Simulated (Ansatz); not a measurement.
Kohn–Sham single points on `C[O][Ga]([SH])[SH]`.

```yaml
crystal:
  periodic: [false, false, false]
  atoms:
    - {symbol: C, position_ang: [0.523570, -1.663352, 0.604291]}
    - {symbol: O, position_ang: [0.859052, -0.305583, 0.455986]}
    - {symbol: Ga, position_ang: [-0.220419, 0.886614, -0.294152]}
    - {symbol: S, position_ang: [-2.174362, 0.221071, -1.040576]}
    - {symbol: S, position_ang: [0.517118, 2.941598, -0.405798]}
    - {symbol: H, position_ang: [1.283724, -2.285028, 0.120144]}
    - {symbol: H, position_ang: [-0.449197, -1.923232, 0.166542]}
    - {symbol: H, position_ang: [0.492273, -1.925022, 1.667167]}
    - {symbol: H, position_ang: [-2.503672, 1.451690, -1.467495]}
    - {symbol: H, position_ang: [1.671903, 2.601253, 0.193890]}
basis:
  gaussian: {orbitals: def2-TZVPP}
hamiltonian: {xc: {name: wB97M-V}}
output: {forces: true, orbitals: {seedname: orbitals}}
```

```sh
$ ansatz run in.yaml --threads 2 --pin off --events-out ev --progress --plain --max-ram 22528MiB --backend cpu
```

Output, abridged:

```
Functional definition: wB97M-V
1611 factors; their error is unknown
338 factors; integrals over basis functions are off by at most 9.8e-6 eV
mean field evaluation 1: about -77208.5395 eV, gradient 5.3e1 eV
mean field evaluation 2: about -77206.4134 eV, gradient 6.9e1 eV
mean field evaluation 4: about -77213.6124 eV, gradient 2.5e0 eV
mean field evaluation 8: about -77213.6326 eV, gradient 5.8e-2 eV
mean field evaluation 16: about -77213.7407 eV, gradient 1.0e-4 eV
mean field -77213.74068119 eV, -2837.5526326805 hartree, gradient 4.6e-5 eV, S^2 0.000000; 0 other end points of the search recorded, 0 dependent functions left out
reference -77213.74073210 eV, -2837.5526345514 hartree; 41, 41 occupied and 223, 223 virtual orbitals, 1611 factors
Total energy: -77213.74073210 eV, -2837.5526345514 hartree
Atom 0 at     0.523570    -1.663352     0.604291 Å, force    -0.046083    -0.347048     0.056287 eV/Å
Atom 1 at     0.859052    -0.305583     0.455986 Å, force     0.064079     0.217118    -0.018337 eV/Å
Atom 2 at    -0.220419     0.886614    -0.294152 Å, force    -0.031035     0.056382    -0.026864 eV/Å
Atom 3 at    -2.174362     0.221071    -1.040576 Å, force     0.001628     0.079016    -0.017223 eV/Å
Atom 4 at     0.517118     2.941598    -0.405798 Å, force     0.070982    -0.049679     0.043249 eV/Å
Atom 5 at     1.283724    -2.285028     0.120144 Å, force    -0.074733     0.051439     0.048273 eV/Å
Atom 6 at    -0.449197    -1.923232     0.166542 Å, force     0.070752     0.031337     0.029047 eV/Å
Atom 7 at     0.492273    -1.925022     1.667167 Å, force     0.002204     0.017869    -0.101127 eV/Å
Atom 8 at    -2.503672     1.451690    -1.467495 Å, force     0.021911    -0.079595     0.028134 eV/Å
Atom 9 at     1.671903     2.601253     0.193890 Å, force    -0.079705     0.023161    -0.041439 eV/Å
Dipole moment:    -0.024823    -0.070647     0.004669 e Å
```

Hardware: 2 threads of an AMD EPYC 7R13 on a shared host. Wall time 21 s, peak host memory 1.2 GiB.

The same input with `hamiltonian: {xc: pbe, dispersion: d4}` (abridged; 5.5 s):

```
Functional definition: PBE
mean field evaluation 16: about -77198.0588 eV, gradient 6.0e-3 eV
mean field -77198.05880156 eV, -2836.9763342337 hartree, gradient 3.5e-5 eV, S^2 0.000000
Total energy: -77198.32315745 eV, -2836.9860491333 hartree
Atom 0 force    -0.098302    -0.222424     0.005714 eV/Å
Atom 1 force     0.470920     0.177712     0.172789 eV/Å
Atom 2 force    -0.177986     0.207756    -0.125368 eV/Å
Atom 3 force    -0.183366    -0.335650    -0.008898 eV/Å
Atom 4 force    -0.129891     0.300948    -0.124682 eV/Å
Atom 5 force     0.161976    -0.146718    -0.103273 eV/Å
Atom 6 force    -0.205444    -0.079358    -0.086646 eV/Å
Atom 7 force    -0.009313    -0.070332     0.230985 eV/Å
Atom 8 force    -0.047913     0.236251    -0.075183 eV/Å
Atom 9 force     0.219320    -0.068184     0.114561 eV/Å
Dipole moment:    -0.006703    -0.073960     0.013438 e Å
```

With the line `hamiltonian: {xc: {name: wB97X-V}}` and no forces (abridged; 14 s):

```
Functional definition: wB97X-V
mean field evaluation 16: about -77209.9384 eV, gradient 7.5e-5 eV
mean field -77209.93842136 eV, -2837.4129022090 hartree, gradient 3.4e-5 eV, S^2 0.000000
Total energy: -77209.93841925 eV, -2837.4129021316 hartree
```
